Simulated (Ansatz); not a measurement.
Program: Ansatz. Geometries: PBE0-D4/def2-TZVP. ΔE: electronic, gas phase. CBS: MP2 limit from def2 TZ/QZ plus the TZ coupled-cluster correction, frozen cores. Functionals use def2-TZVPP. Each species was taken in one conformer, which may not be the lowest.

Consider the formal exchange of groups at the Si–F bond: `C=N[SiH](O)F` + `CC(N)=O` → `C=N[SiH](N)O` + `CC(=O)F`.

| level | ΔE (kcal/mol) |
| --- | --- |
| r2SCAN-D4 | 26.6 |
| HF/def2-TZVPP | 28.3 |
| CCSD/def2-TZVPP | 26.3 |
| HF/def2-QZVPP | 28.7 |

What does CCSD(T)/CBS give? (Best estimate.)

The calculation gave: +26.9 kcal/mol. The listed levels differ from it by -0.3, 1.4, -0.6, 1.8 kcal/mol.

Largest T1 diagnostic among the species: 0.014.

In def2-TZVPP, CCSD(T) changes the Hartree–Fock value by −2.5 kcal/mol (the triples alone add −0.5 kcal/mol) and MP2 by −1.5 kcal/mol. From PBE to PBE0 (25 % exact exchange), in def2-TZVPP and without D4, ΔE moves by +0.9 kcal/mol.
